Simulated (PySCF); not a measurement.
**Core-level binding energies of (NaOH)3 ring**

Compound: (NaOH)3 ring, H₃Na₃O₃.
Z-matrix (Å and degrees, PBE0-D3(BJ)/def2-SVP geometry), rows numbered from 1:
```
Na
O   1  2.1018
Na  2  2.1033  1  107.82
O   3  2.1024  2  132.38  1     0.15
Na  4  2.1049  3  107.58  2    -0.12
O   5  2.1020  4  132.37  3    -0.03
H   2  0.9598  1  126.50  3  -179.88
H   4  0.9598  3  126.82  2  -179.68
H   6  0.9598  1  125.59  2   179.75
```

Level of theory: delta-SCF UKS SCAN, pcX-2 on the ionised atom, pcseg-1 elsewhere, spin-free X2C in PySCF. These are vertical core ionisation energies against the vacuum level, from separate self-consistent calculations with and without the core hole.

Task: Give the core binding energies atom by atom.

Result: 
```json
{"atom(s)": "Na1/Na3/Na5", "environment": "sodium bonded to 2 O", "level": "Na 1s", "binding energy (eV)": "1076.82", "count": "3"}
{"atom(s)": "O2/O4/O6", "environment": "oxygen bonded to 2 Na and H", "level": "O 1s", "binding energy (eV)": "535.15", "count": "3"}
```

Task: What is the longest wavelength that can ionise O 1s of O2 (atom 2)/O4/O6 vertically?

Result: λ = hc/E = 12398.42 eV Å / 535.15 eV = 23.168 Å.

Task: Give the binding energy of O 1s of O2/O4/O6 in hartree and in kJ/mol.

Result: 535.15 eV = 19.6664 Eh = 51634 kJ/mol.

Atoms equivalent by their bonding share one computed value, that of the first of them. One conformer (not necessarily the lowest) at the PBE0-D3(BJ)/def2-SVP geometry, without solvent, vibrations or thermal averaging.
